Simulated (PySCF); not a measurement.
Orbital gap (eV) of eight silicon and germanium compounds: PBE beside CAM-B3LYP, computed with PySCF for isolated molecules in the bases named; differences from unrounded values. The eight are the first of their class met in an unordered collection, after screening for sound electronic states; none was chosen by its value. Each molecule has one DFT geometry for both levels.

```
molecule                                            basis  CAM-B3LYP   PBE  difference
----------------------------------------------  ---------  ---------  ----  ----------
CH6ClNO2Si, SMILES NC[Si](O)(O)Cl               def2-TZVP       9.42  4.92       -4.51
CH7ClOSi2, SMILES O(C[SiH3])[SiH2]Cl            def2-TZVP      10.57  5.89       -4.68
C4H10OSi, SMILES C1C(CO1)[SiH2]C                def2-TZVP      10.04  5.47       -4.57
Si(F)2(H)(NHMe) (CH₅F₂NSi), SMILES CN[SiH](F)F  def2-TZVP      10.56  5.98       -4.58
C2H3Cl2FSi, SMILES C(F)(=C(Cl)Cl)[SiH3]         def2-TZVP       8.75  4.26       -4.50
CH₁₀N₂Si₃, SMILES C1[SiH2][Si@H](N)N[SiH2]1     def2-TZVP       9.51  5.04       -4.48
Cl2GeH4Si, SMILES Cl[SiH](Cl)[GeH3]             def2-TZVP      10.19  5.77       -4.43
C₃H₁₁NSi₂, SMILES C=CN([SiH3])C[SiH3]           def2-TZVP       8.42  4.27       -4.15
```

PBE lies below CAM-B3LYP in 8 and above it in 0 of the eight; the mean signed difference is -4.49 and the largest -4.68 eV.
